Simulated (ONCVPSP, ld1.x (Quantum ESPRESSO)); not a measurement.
# Potentials for F (Z = 9) compared

Generated with ld1.x 7.5 (TM, RRKJ, ultrasoft, PAW), atompaw 4.2 or ONCVPSP 4.0.1. The cutoff is in Ry: for ld1.x and atompaw files where the sum of valence levels is converged to 10 mRy in a Bessel basis, for ONCV files where the hardest occupied wave has 1 mHa per electron of residual kinetic energy. The error is the largest all-electron minus pseudo excitation energy over each file’s own four to seven test configurations (ionisations up to +4, promotions, holes and added fractions of an electron), all of which were solved. The labels leave out finer settings (local radius, basis sizes, second energies), which also bear on the numbers. Spin-polarised tests are not counted. The rows are a selection from randomly drawn settings: files with unsolved tests, undetermined cutoffs or missed reference levels are left out.

A true bound ghost makes a file unfit for plane-wave use even where its test errors are small: the radial tests pick states by their node count and pass the ghost by.

| potential | cutoff (Ry) | largest error (meV) | bound ghosts |
| --- | --- | --- | --- |
| ONCV, Wu-Cohen, scalar-relativistic, rc 0.75/1.75 (sp), local smoothed, core correction yes, reference 2s2 2p5, qcut 11.1/6.5, projectors 2/1 | 104 | +3537 | none |
| ONCV, PBE, scalar-relativistic, rc 0.60/1.55/1.35 (spd), local smoothed, core correction yes, reference 2s2 2p5, qcut 8.8/10.2/8.1, projectors 2/2/3 | 195 | +1208 | none |
| TM, Wu–Cohen, scalar-relativistic, rc 0.75/1.25/1.20 (spd), local s, core correction yes, reference 2s2 2p4 | 160 | +1182 | none |
| PAW, LDA (PZ), scalar-relativistic, rc 0.60/1.25 (sp), local smoothed, core correction yes, reference 2s2 2p3 | 100 | +118 | none |
| TM, PBE, non-relativistic, rc 0.50/0.95/0.90 (spd), local d, core correction no, reference 2s1 2p6 | 260 | +393 | none |
| ultrasoft, PBE, scalar-relativistic, rc 0.60/1.50/1.40 (spd), local d, core correction yes, reference 2s1 2p6 | 90 | +311 | none |

Q: Fill in the row for F: ONCV, PBE, scalar-relativistic, rc 0.50/1.80/1.55 (spd), local smoothed, core correction yes, reference 2s2 2p5, qcut 13.6/8.9/6.4, projectors 2/2/3.

A: cutoff 436 Ry, largest error +2229 meV, bound ghosts: s.

Q: Fill in the row for F: ONCV, PBE, scalar-relativistic, rc 0.70/1.55 (sp), local smoothed, core correction yes, reference 2s2 2p3, qcut 7.3/8.6, projectors 1/3.

A: cutoff 601 Ry, largest error +2046 meV, bound ghosts: none.
